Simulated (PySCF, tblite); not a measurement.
Isomers of C7H7FSi, one GFN2-xTB conformer each. Single-point energies are computed at PBE0/pcSseg-1 (PySCF, gas phase, no added dispersion term), electronic only.

| SMILES | GFN2-xTB relative energy (kJ/mol) |
| --- | --- |
| C#C[C@@H]1[SiH2]/C(=C\F)C1=C | 0.0 |
| C#CC#CC[Si@@H]1C[C@H]1F | 136.4 |

Conformers: `[CH:1]#[C:2][C:3]#[C:4][CH2:5][Si@@H:6]1[CH2:7][C@H:8]1[F:9]` with C4–C5–Si6–C7 26°.

Task: What does PBE0/pcSseg-1 give for the same structures?

Result: 
```json
{"SMILES": "C#C[C@@H]1[SiH2]/C(=C\\F)C1=C", "PBE0/pcSseg-1 E (Eh)": "-659.55086", "PBE0/pcSseg-1 (kJ/mol)": "0.0", "GFN2-xTB (kJ/mol)": "0.0", "point group": "C1"}
{"SMILES": "C#CC#CC[Si@@H]1C[C@H]1F", "PBE0/pcSseg-1 E (Eh)": "-659.51569", "PBE0/pcSseg-1 (kJ/mol)": "92.3", "GFN2-xTB (kJ/mol)": "136.4", "point group": "C1"}
```

Both levels put the same isomer lowest. As drawn, the lower has a four-membered ring and a C=C bond outside aromatic rings, which the higher lacks; the higher has a three-membered ring, which the lower lacks.

Task: Which frontier levels, dipoles and rotational constants go with these structures?

Result: 
```csv
SMILES,"HOMO (eV, PBE0/pcSseg-1)",LUMO (eV),dipole (D),"A, B, C (MHz)"
C#C[C@@H]1[SiH2]/C(=C\F)C1=C,-6.75,-1.47,0.65,"2530, 906.7, 723.5"
C#CC#CC[Si@@H]1C[C@H]1F,-6.98,-0.72,2.00,"2269, 675.6, 562.8"
```

Task: What happens when harmonic zero-point energies from GFN2-xTB frequencies are added?

Result: 
| SMILES | ZPE (kJ/mol) | electronic (kJ/mol) | with ZPE (kJ/mol) |
| --- | --- | --- | --- |
| C#C[C@@H]1[SiH2]/C(=C\F)C1=C | 279.8 | 0.0 | 0.0 |
| C#CC#CC[Si@@H]1C[C@H]1F | 283.7 | 92.3 | 96.2 |

The zero-point energies span 3.9 kJ/mol. The order is unchanged.
